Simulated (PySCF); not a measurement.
Ligands exchanged one at a time, Al CH3-I. Gas-phase values, no solvent. Strings in code marks are SMILES.

The S1 excitation (TDA) from two functionals at the same geometries (PBE0-D3(BJ)/def2-TZVP), both in PySCF: PBE-D3(BJ)/def2-TZVP and ωB97X-D3(BJ)/def2-TZVP. Excitations are Tamm–Dancoff values on a coarser integration grid. The basis has no diffuse functions, so Rydberg states are missing or too high.

| species | PBE-D3(BJ)/def2-TZVP (eV) | ωB97X-D3(BJ)/def2-TZVP (eV) |
|---|---|---|
| 0 of 3 CH3 replaced by I (`[CH3][Al]([CH3])[CH3]`) | 5.19 | 6.00 |
| 1 of 3 CH3 replaced by I (`[CH3][Al]([CH3])[I]`) | 4.51 | 5.54 |
| 2 of 3 CH3 replaced by I (`[I][Al]([I])[CH3]`) | 4.34 | 5.47 |
| 3 of 3 CH3 replaced by I (`[I][Al]([I])[I]`) | 4.07 | 5.24 |

Over these rows, drawn at random from the members with no instability flagged (it was tested for open shells, ions and some series alone), PBE minus ωB97X-D3(BJ): mean -1.04 eV, from -1.17 eV to -0.82 eV.
